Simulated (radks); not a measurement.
The numbers below are computed, except where a source is named.
Q: These are the eigenvalues of the occupied orbitals of an atom or ion with whole-number occupations (eV). Level of theory: Dirac Kohn-Sham, exchange-only LDA, spin-unpolarised, spherical densities, finite nucleus; Fermi nuclear charge, rms radius of each element as measured or else 0.836 A^(1/3) + 0.57 fm (a radial shooting solver on a logarithmic mesh with Libxc functionals).

orbital  eigenvalue
1s1/2     -45187.59
2s1/2     -7562.172
2p1/2     -7177.924
2p3/2     -6618.577
3s1/2     -1854.673
3p1/2     -1689.548
3p3/2     -1577.055
3d3/2     -1288.700
3d5/2     -1264.330
4s1/2     -566.0945
4p1/2     -502.3803
4p3/2     -476.0099
4d3/2     -370.0103
4d5/2     -365.0400
5s1/2     -242.0494

Which element is it, and in what charge state? The configuration may be excited. Open shells, if any, are shared by 2j + 1.

A: Z = 61, promethium, charge +13: Pm13+ in [Kr] 4d10 5s2. The list shows which subshells hold electrons but not how many an open one holds; the 1s level, -1660.6 hartree, gives Z - s = 57.6 by -(Z - s)^2/2, which with screening and relativity narrows Z to a few neighbours, and the depths of the outer levels then fix element, charge and occupations together.
